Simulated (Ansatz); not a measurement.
**MnH: state-averaged CASSCF**

Program: Ansatz, Gaussian basis, development build. State-averaged CASSCF with equal weights; occupations are averaged over the states; levels count from the state that is lowest in CASSCF. Small basis; these aren't basis-limit values. Solutions may break the symmetry of the shape. Lower solutions, or ones in other orbitals, may exist. The average may hold one member of a degenerate pair alone.

Geometry: bond length 1.7310 Å.

Basis def2-SVP, nonrelativistic, 9 orbitals frozen in the corrections; active space CAS(8,7). Averaged: 2 septets.

(1) Give the levels in order.

Geometry: bond length 2.5965 Å. A bond is stretched, to 1.53 times the sum of the covalent radii.

Basis def2-SVP, nonrelativistic, 5 orbitals frozen in the corrections; active space CAS(8,7). Averaged: 2 septets.

(2) Give the levels in order.

Results:

(1) 

| state | CASSCF (eV) | SC-NEVPT2 (eV) |
| --- | --- | --- |
| septet | 0.000 | 0.000 |
| septet | 4.504 | 4.341 |

Occupations: 1.50, 1.50, 1.00, 1.00, 1.00, 1.00, 1.00.

(2) 

```json
{"state": "septet", "CASSCF (eV)": "0.000", "SC-NEVPT2 (eV)": "0.000"}
{"state": "septet", "CASSCF (eV)": "2.304", "SC-NEVPT2 (eV)": "2.147"}
```

Occupations: 1.50, 1.50, 1.00, 1.00, 1.00, 1.00, 1.00.
